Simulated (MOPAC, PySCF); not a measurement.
Protons, H atoms and electrons added to or taken from C=N. Gas-phase values, no solvent. Strings in code marks are SMILES.

Quantity: electronic energy of isomers of CH2N (charge -1) relative to `C=[N-]`, in eV. Semi-empirical values (MOPAC) are differences of heats of formation. Levels without diffuse functions put anions too high.

Level 1: M06-2X/def2-TZVPD // B3LYP-D3(BJ)/def2-TZVPD (PySCF)
Level 2: PBE-D3(BJ)/def2-TZVPD // B3LYP-D3(BJ)/def2-TZVPD (PySCF)
Level 3: HF/6-31G* // B3LYP-D3(BJ)/def2-TZVPD (PySCF)
Level 4: PM7 // B3LYP-D3(BJ)/def2-TZVPD (MOPAC)

```csv
species,level 2,level 3,level 4
`[H]/[C-]=N\[H]` (not the most acidic site),0.65,0.80,0.54
```

Problem. What does level 1 give for each?

Solution. 
- `[H]/[C-]=N\[H]` (not the most acidic site): 0.61
